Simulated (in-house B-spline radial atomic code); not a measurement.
# Binding energies in the germanium ion Ge²⁺

NIST's tabulated ground configuration is [Ar] 3d10 4s2; each binding energy is the energy of the ion with one electron taken from that subshell, relaxed, less that of the parent. Computed with a B-spline radial code for spherical atoms: Dirac-Hartree-Fock, average of configuration, Fermi nucleus of rms radius 4.0742 fm. Energies include first-order Breit, QED and recoil terms.

```csv
subshell,X-ray name,binding energy (eV),-ε (eV),relaxation (eV)
1s,K,11134.6,11205.9,48.9
2s,L1,1448.7,1474.7,24.1
2p1/2,L2,1279.9,1308.0,26.3
2p3/2,L3,1248.6,1275.8,25.9
3s,M1,215.5,221.6,5.9
3p1/2,M2,158.7,164.8,5.8
3p3/2,M3,154.5,160.2,5.7
3d3/2,M4,58.64,63.90,5.26
3d5/2,M5,58.09,63.24,5.18
4s,N1,32.19,32.46,0.25
```

Relaxation = -ε minus the binding energy without Breit, QED and recoil terms.

Emission lines follow as differences of binding energies, with λ = 12398.42 eV·Å / E:

```
 line          holes  energy (eV)  wavelength (Å)
 K-L3     1s → 2p3/2       9886.0          1.2541
 K-L2     1s → 2p1/2       9854.7          1.2581
 K-M3     1s → 3p3/2      10980.1          1.1292
L3-M5  2p3/2 → 3d5/2       1190.5          10.414
L2-M4  2p1/2 → 3d3/2       1221.3          10.152
L1-M3     2s → 3p3/2       1294.2            9.58
L3-M1     2p3/2 → 3s       1033.1          12.001
```

(1) What screening constant σ does Moseley's law, E = (3/4)·13.6057 eV·(Z - σ)², need for K-L3?

(2) What does it cost to remove both a 2p3/2 and a 4s electron?

(3) What does it cost to remove both a 2s and a 2p1/2 electron?

(4) What does it cost to remove both a 2s and a 3p1/2 electron?

Answers

(1) σ = 0.87.

(2) 1295.7 eV, which is 14.85 eV more than the two single binding energies together.

(3) 2794 eV, which is 65.45 eV more than the two single binding energies together.

(4) 1638.2 eV, which is 30.77 eV more than the two single binding energies together.
